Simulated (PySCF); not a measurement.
## In⁺: excitation energy

In⁺ [Kr] 4d10 5s2 (1S) → In⁺ [Kr] 4d9 5s2 5p1 (high-spin determinant), as a difference of total energies. Computed with PySCF 2.14 in aug-cc-pwCVDZ-PP with ECP28MDF (6s5p4d1f, 48 functions), with scalar relativity through the core potential. Correlated levels: valence and next inner shell: nothing frozen outside the core potential. The calculations carry no spin-orbit coupling.

```csv
method,excitation energy (eV)
UHF,18.141
MP2 (valence and next inner shell),19.089
SCS-MP2 (valence and next inner shell),18.989
CCSD (valence and next inner shell),18.773
CCSD(T) (valence and next inner shell),18.724
```

How much does correlation contribute at CCSD(T) (valence and next inner shell)?

18.724 − (18.141) = 0.583 eV, measured against UHF.

The determinant of the upper state mixes LS terms, which raises its energy above the lowest term, most at the Hartree-Fock and MP2 levels.
